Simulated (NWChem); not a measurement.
# CHO$_{2}$ cation; SMILES O=C=[OH+]

```xyz
4

O     -0.0165    -1.2464     0.0000
C      0.0159    -0.1075     0.0000
O     -0.0853     1.1135     0.0000
H      0.7190     1.7081     0.0000
```
Atoms are numbered in this order, from 1.

Coordinates come from a PBE-D3(BJ)/def2-SVP optimisation.

Symmetry labels are those of Cs in the frame above (b1 and b2, or b-type labels, depend on it).

Question: List the 4 lowest vertical singlet excitations and the 4 lowest triplet ones from PBE/aug-cc-pVDZ, full TDDFT (NWChem).

Answer: 
```json
[
 {"state": "S1", "energy (eV)": "7.96", "oscillator strength": "0.000", "symmetry": "a\"", "leading excitation (squared amplitude)": "HOMO → LUMO (0.99)"},
 {"state": "S2", "energy (eV)": "9.00", "oscillator strength": "0.002", "symmetry": "a'", "leading excitation (squared amplitude)": "HOMO−1 → LUMO (0.54)"},
 {"state": "S3", "energy (eV)": "9.49", "oscillator strength": "0.000", "symmetry": "a\"", "leading excitation (squared amplitude)": "HOMO → LUMO+2 (0.97)"},
 {"state": "S4", "energy (eV)": "9.70", "oscillator strength": "0.000", "symmetry": "a\"", "leading excitation (squared amplitude)": "HOMO−1 → LUMO+1 (0.97)"},
 {"state": "T1", "energy (eV)": "7.28", "oscillator strength": "spin-forbidden", "symmetry": "a'", "leading excitation (squared amplitude)": "HOMO−1 → LUMO (0.76)"},
 {"state": "T2", "energy (eV)": "7.40", "oscillator strength": "spin-forbidden", "symmetry": "a\"", "leading excitation (squared amplitude)": "HOMO → LUMO (0.95)"},
 {"state": "T3", "energy (eV)": "7.91", "oscillator strength": "spin-forbidden", "symmetry": "a'", "leading excitation (squared amplitude)": "HOMO → LUMO+1 (0.78)"},
 {"state": "T4", "energy (eV)": "8.96", "oscillator strength": "spin-forbidden", "symmetry": "a\"", "leading excitation (squared amplitude)": "HOMO → LUMO+2 (0.97)"}
]
```
